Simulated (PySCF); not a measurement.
C2H4F3OSi: g tensor and hyperfine couplings

Compound: C2H4F3OSi (doublet state).
Z-matrix (Å and degrees, GFN2-xTB geometry), rows numbered from 1:
```
O 
Si  1  1.6140
C   2  1.9237  1  110.99
C   3  1.4950  2  109.22  1   -66.71
F   4  1.3515  3  112.48  2    58.36
F   4  1.3461  3  113.79  2   178.46
F   4  1.3455  3  112.78  2   -60.84
H   1  0.9605  2  124.82  3    53.72
H   2  1.4569  1  112.85  3  -123.91
H   3  1.0894  2  112.23  1    52.54
H   3  1.0875  2  111.81  1   174.38
```

The hyperfine couplings belong to this conformer and change with its torsions.

As a line formula: `O[SiH]CC(F)(F)F` [radical].

Method: UKS B3LYP, pcH-1 on C F H O Si, non-relativistic, mean-field spin-orbit, GIAO (PySCF). Geometry: GFN2-xTB, one conformer, isolated molecule. A GFN2-xTB geometry isn't a minimum of the functional, and hyperfine couplings can be far from their values at a DFT geometry, by a factor of two or more for some ions and for spin on atoms past the first row. The SCF solution wasn't tested for stability.

```json
{
 "g1, g2, g3": "2.00160, 2.00216, 2.00358",
 "g_iso": "2.00245",
 "Form of g": "rhombic: the two nearest values differ by 28 % of g3 − g1",
 "⟨S²⟩": "0.7510 (exact 0.7500)",
 "HOMO–LUMO gap, α and β orbitals": "6.32, 6.02 eV",
 "Total energy": "-742.90615 Eh"
}
```

Hyperfine couplings atom by atom, in MHz; T1 to T3 are the principal values of the dipolar part:

| atom | isotope | a_iso | of which spin–orbit | T1 | T2 | T3 | Mulliken spin population |
| --- | --- | --- | --- | --- | --- | --- | --- |
| O1 | 17O | -87.5 | -0.1 | -10.2 | 4.4 | 5.8 | 0.01 |
| Si2 | 29Si | -674.1 | 1.1 | -163.1 | 80.7 | 82.4 | 0.89 |
| C3 | 13C | 43.5 | 0.0 | -4.5 | -4.2 | 8.7 | 0.01 |
| C4 | 13C | 33.6 | 0.0 | -2.4 | -2.0 | 4.5 | 0.01 |
| F5 | 19F | -0.3 | 0.0 | -3.7 | -0.3 | 4.1 | 0.00 |
| F6 | 19F | 25.5 | 0.1 | -16.2 | -15.6 | 31.7 | 0.01 |
| F7 | 19F | 17.8 | 0.0 | -8.3 | -6.4 | 14.7 | 0.00 |
| H8 | 1H | 64.9 | 0.0 | -4.1 | -3.6 | 7.8 | 0.02 |
| H9 | 1H | 117.5 | 0.0 | -8.8 | 0.6 | 8.1 | 0.05 |
| H10 | 1H | 1.7 | 0.0 | -4.5 | -2.6 | 7.1 | 0.00 |
| H11 | 1H | -1.8 | 0.0 | -4.4 | -2.4 | 6.8 | 0.00 |

The largest Mulliken spin population is on Si2 (+0.89). The angles at Si2 add up to 333.8°, so it is pyramidal.

Axes: g3 points within 7° of the O1–Si2 bond.

Under fast tumbling the dipolar parts average out, and these isotropic splittings remain: 1 × 1H (H9, I = 1/2, 2 lines) with 4.19 mT, 1 × 1H (H8, I = 1/2, 2 lines) with 2.32 mT and 3 × 19F (F5/F6/F7, I = 1/2, 4 lines) with 0.51 mT.

Nuclei that the bonding pattern makes equivalent are averaged, as if the motion that swaps them (rotation, inversion, ring flip) were fast. The three 19F nuclei of mean +14.3 MHz run from -0.3 to 25.5 MHz in the frozen geometry.

The 17O coupling of O1 (-87.5 MHz) shows only in satellite lines or after enrichment, since that isotope makes up about 0.038 % of natural oxygen.

The 29Si coupling of Si2 (-674.1 MHz) shows only in satellite lines or after enrichment, since that isotope makes up about 4.7 % of natural silicon.

On one thread, Arm Neoverse V2 (aarch64), on a shared host, this took 43 s (grids of density and orbitals included) and 0.87 GiB of memory at its peak.
